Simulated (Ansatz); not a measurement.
`C[N](C)[Sn][NH2]` + H–F → `C[N](C)[Sn][F]` + NH₃ at 500 K and 1 bar (ligand exchange at the Sn–N bond).

Program: Ansatz. Geometries: PBE0-D4/def2-TZVP. ΔE: electronic, gas phase. CBS: MP2 limit from def2 TZ/QZ plus the TZ coupled-cluster correction, frozen cores. This one scheme is used for every species. Elements past krypton have def2 core potentials. For Sn outer-core shells are correlated without core-valence functions, which leaves a few kJ/mol of doubt a bond. One conformer a species, not always the lowest.

| species | CCSD(T)/CBS energy (Eh) | H − E (kJ/mol) | S (J/(mol·K)) |
| --- | --- | --- | --- |
| `C[N](C)[Sn][NH2]` | -404.37159 | 331.1 | 450.3 |
| H–F | -100.39570 | 39.4 | 188.7 |
| `C[N](C)[Sn][F]` | -448.28993 | 264.6 | 418.1 |
| NH₃ | -56.50880 | 108.2 | 211.8 |

H − E and S are ideal-gas, rigid-rotor, harmonic terms from PBE0-D4/def2-TZVP, for one conformer and one mirror image of each species. 1 Eh = 2625.50 kJ/mol, R = 8.31446 J/(mol·K).

Q: By hand: ΔE, ΔH, ΔS and ΔG.

A: ΔE = (-448.28993) + (-56.50880) − (-404.37159) − (-100.39570) = -0.03144 Eh = -82.5 kJ/mol. Δ(H − E) = 264.6 + 108.2 − 331.1 − 39.4 = 2.3, so ΔH = -80.2 kJ/mol. ΔS = 418.1 + 211.8 − 450.3 − 188.7 = -9.1 J/(mol·K). ΔG = -80.2 − 500 × (-9.1)/1000 = -75.7 kJ/mol.

Q: By hand: the equilibrium constant, and the temperature at which ΔG would vanish if ΔH and ΔS stayed fixed.

A: log₁₀ K = −ΔG/(RT ln 10) = 7.9. ΔG = 0 at ΔH/ΔS = 8813 K, far beyond where these terms or the molecules hold.

The number of gas molecules stays the same, so ΔS is small and ΔH decides. A doubt of 5 kJ/mol in ΔE shifts log₁₀ K by 0.5 here. Other conformers and mirror images would add mixing entropy, several J/(mol·K) or more a flexible species. These are equilibria of isolated gas molecules and say nothing of rates. Largest T1 diagnostic: 0.017 (customary marks: 0.02 for closed shells, 0.045 for open ones).
